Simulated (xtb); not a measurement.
C6H18Si2, charge -1, doublet, at a GFN2-xTB geometry (a state made from the parent by changing its charge; the spin is typed, not shown lowest). Base run: GFN0-xTB in xtb 6.7.1.

Input for xtb:
```
$ xtb mol.xyz --gfn 0 --chrg -1 --uhf 1 --json

# file mol.xyz
26

C     -1.79159512    -0.93833522    -1.43386400
Si    -1.06917934    -0.43040656     0.29206537
C     -2.05352088     1.17845297     0.74075825
C     -2.19415968    -1.69311633     1.38783223
Si     1.06917934     0.43040656    -0.29206537
C      1.79159512     0.93833522     1.43386400
C      2.19415968     1.69311633    -1.38783223
C      2.05352088    -1.17845297    -0.74075825
H     -1.34065649    -1.86662374    -1.77694072
H     -1.58347434    -0.18401365    -2.18775524
H     -2.86840908    -1.09220699    -1.40919480
H     -3.13103171     1.02806535     0.72642940
H     -1.78877979     1.52137041     1.73833907
H     -1.82434390     1.98784441     0.05298029
H     -3.26341194    -1.60467754     1.18361219
H     -1.91785052    -2.73175231     1.20052682
H     -2.05747268    -1.51800319     2.45594903
H      2.86840908     1.09220699     1.40919480
H      1.34065649     1.86662374     1.77694072
H      1.58347434     0.18401365     2.18775524
H      2.05747268     1.51800319    -2.45594903
H      1.91785052     2.73175231    -1.20052682
H      3.26341194     1.60467754    -1.18361219
H      1.78877979    -1.52137041    -1.73833907
H      1.82434390    -1.98784441    -0.05298029
H      3.13103171    -1.02806535    -0.72642940
```

Variants of this job, named by their change:

```tsv
change	ΔE vs base (mEh)
base	0.000
file = coord	0.000
acc = 1000	0.000
etemp = 5000	-7.680
etemp = 3000	-1.040
```
